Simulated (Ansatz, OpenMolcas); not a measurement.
## Worked example: vertical ionisation energy of CuCl (cuprous chloride)

The species is CuCl (2 atoms), meant as a singlet with charge 0. As SMILES, `[Cl][Cu]`. The coordinates come from a PBE0-D4/def2-TZVP relaxation.

```xyz
2

Cl    0.8983   -0.3452    0.4464
Cu   -0.8688    0.2850   -0.4424
```

Both states at this one shape; open shells run unrestricted unless said. 1 Eh = 27.2114 eV.

| level | program | singlet CuCl (Eh) | doublet CuCl+ (Eh) | HOMO of the first (eV) |
| --- | --- | --- | --- | --- |
| HF/3-21G | Ansatz | -2088.038883 | -2087.853789 | -9.53 |
| M06-L/cc-pVTZ | OpenMolcas | -2100.758109 | -2100.399713 | -6.03 |

Question: Work out the vertical ionisation energy at each level.

Answer: 
1. HF/3-21G: -2087.853789 − (-2088.038883) = 0.185094 Eh = 5.04 eV; −ε(HOMO) = 9.53 eV.
2. M06-L/cc-pVTZ: -2100.399713 − (-2100.758109) = 0.358396 Eh = 9.75 eV; −ε(HOMO) = 6.03 eV.

No measured value is set beside it here; the levels span 5.04 to 9.75 eV. In Hartree–Fock, −ε(HOMO) (Koopmans) exceeds the difference of totals by the orbital relaxation of the ion. In semi-local functionals −ε(HOMO) lies far under the ionisation energy, a result of self-interaction, while the difference of totals does much better. Hartree–Fock favours the state with fewer electron pairs, since it lacks pair correlation.
